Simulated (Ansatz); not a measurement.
Hg5⁺. The state is a doublet with charge 1. Geometry PBE0/def2-SVP.

```xyz
5

Hg   -1.061    0.622   -0.382
Hg   -0.090   -0.955    2.074
Hg    1.746   -0.003   -1.472
Hg    2.930   -1.748    1.052
Hg   -3.525    2.084   -1.273
```

In the def2 sets Hg takes a core potential; there is no spin–orbit coupling. B3LYP takes the VWN-RPA correlation. Another isomer (doublet) lies 0.15 eV lower at PBE0/def2-TZVP; other spin states weren't run for this one.

Q: Estimate the α-spin orbital energies around the gap (eV) in Ansatz with PBE/def2-SVP, PBE/def2-TZVP, BLYP/def2-TZVP, r2SCAN/def2-TZVP, B3LYP/def2-TZVP.

A: 
```
orbital  PBE/def2-SVP  PBE/def2-TZVP  BLYP/def2-TZVP  r2SCAN/def2-TZVP  B3LYP/def2-TZVP
 HOMO−5        -13.94         -13.93          -13.78            -14.34           -15.37
 HOMO−4        -12.82         -12.77          -12.65            -13.03           -13.67
 HOMO−3        -11.62         -11.60          -11.48            -11.83           -12.35
 HOMO−2        -10.90         -10.87          -10.78            -11.10           -11.55
 HOMO−1        -10.49         -10.49          -10.39            -10.70           -11.12
   HOMO         -9.25          -9.24           -9.16             -9.45            -9.74
   LUMO         -5.95          -6.19           -6.10             -6.01            -5.78
 LUMO+1         -5.90          -6.09           -6.05             -5.94            -5.70
 LUMO+2         -5.81          -6.06           -5.96             -5.91            -5.65
 LUMO+3         -4.89          -5.18           -5.10             -4.98            -4.74
 LUMO+4         -4.76          -4.98           -4.95             -4.72            -4.58
 LUMO+5         -4.47          -4.71           -4.67             -4.45            -4.28
 β HOMO        -10.36         -10.34          -10.28            -10.42           -10.80
 β LUMO         -9.05          -9.02           -8.99             -8.99            -8.66
```
